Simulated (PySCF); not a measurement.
Calculation: PBE-D3(BJ)/def2-TZVP // r2SCAN-D4/def2-TZVP run with PySCF 2.14.0. All species are isolated molecules in the gas phase. One relaxed conformer stands for a flexible species; it need not be the lowest. Excitations are Tamm–Dancoff values on a coarser integration grid. The basis has no diffuse functions, so Rydberg states are missing or too high.

Reference species (SMILES): `O/C=C/S` (H–O–C–C torsion -180°, C–C–S–H torsion 0°) (neutral, multiplicity 1).

```
Item                   Value
-------------------  -------
HOMO–LUMO gap        4.20 eV
S1–T1 gap (TDA)      0.69 eV
S1 excitation (TDA)  4.30 eV
```

Changed species: `CC(O)=S` (S–C–O–H torsion 0°).

Question: Predict the effect on the HOMO–LUMO gap, S1–T1 gap (TDA) and S1 excitation (TDA).

Answer: the HOMO–LUMO gap falls by 1.07 eV, to 3.13 eV; the S1–T1 gap (TDA) falls by 0.29 eV, to 0.40 eV; the S1 excitation (TDA) falls by 1.00 eV, to 3.30 eV.
